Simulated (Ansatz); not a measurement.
Gas-phase reaction in SMILES: C1CCCSCC1 → [CH]1CCCCSC1 + H atom (the C-H bond at the site shown breaks; other sites are not compared here)
Each molecule is optimised on its own at B3LYP-D3(BJ)/def2-TZVP (Ansatz, a quantum-chemistry and plane-wave program), one conformer each, not searched for the lowest. Frequencies are from Ansatz.

Quantity: bond dissociation energy (enthalpy at 298 K, with B3LYP-D3(BJ) rigid-rotor harmonic-oscillator terms), in kcal/mol. Correlated levels leave the core frozen unless marked. UHF or UKS for open shells. No spin-orbit coupling. No relativistic terms. CBS marks a two-point X^-3 extrapolation of the correlation energy; Hartree-Fock from the larger set. [CCSD(T)-MP2]/basis is that difference in the basis named.

```
level                                                                 program  bond dissociation energy (kcal/mol)
-------------------------------------------------------------  --------------  -----------------------------------
SVWN5/def2-TZVPD                                                       Ansatz                                    ?
PBE-D4/def2-TZVPD                                              Ansatz + dftd4                                 91.5
revPBE-D4/def2-TZVPD                                           Ansatz + dftd4                                    ?
r2SCAN-D3(BJ)/def2-TZVPD                                       Ansatz + dftd3                                 90.8
PBE0/6-31G*                                                            Ansatz                                    ?
PBE0-D3(BJ)/def2-TZVP                                          Ansatz + dftd3                                 93.0
PBE0-D3(BJ)/def2-TZVPD                                         Ansatz + dftd3                                 92.9
PBE0/def2-TZVP                                                         Ansatz                                 92.6
HSE06/def2-TZVPD                                                       Ansatz                                 92.5
CAM-B3LYP-D3(BJ)/def2-TZVPD                                    Ansatz + dftd3                                 95.4
LC-wPBE-D3(BJ)/def2-TZVPD                                      Ansatz + dftd3                                 94.2
B2GP-PLYP/def2-TZVPD                                                   Ansatz                                    ?
RPA@PBE/cc-pV(T+d)Z                                                    Ansatz                                 96.2
SCS-MP2/6-31G*                                                         Ansatz                                 91.5
SCS-MP2/cc-pV(T+d)Z                                                    Ansatz                                 99.1
CCSD/6-31G*                                                            Ansatz                                 89.8
CCSD/cc-pV(T+d)Z                                                       Ansatz                                 96.3
RI-MP2/CBS(cc-pV(T+d)Z,cc-pV(Q+d)Z)+[CCSD(T)-MP2]/cc-pV(T+d)Z          Ansatz                                 98.3
```

Problem. Fill in the missing entries.

Solution. 
- SVWN5/def2-TZVPD, bond dissociation energy (kcal/mol): 102.7
- revPBE-D4/def2-TZVPD, bond dissociation energy (kcal/mol): 90.5
- PBE0/6-31G*, bond dissociation energy (kcal/mol): 94.0
- B2GP-PLYP/def2-TZVPD, bond dissociation energy (kcal/mol): 94.8
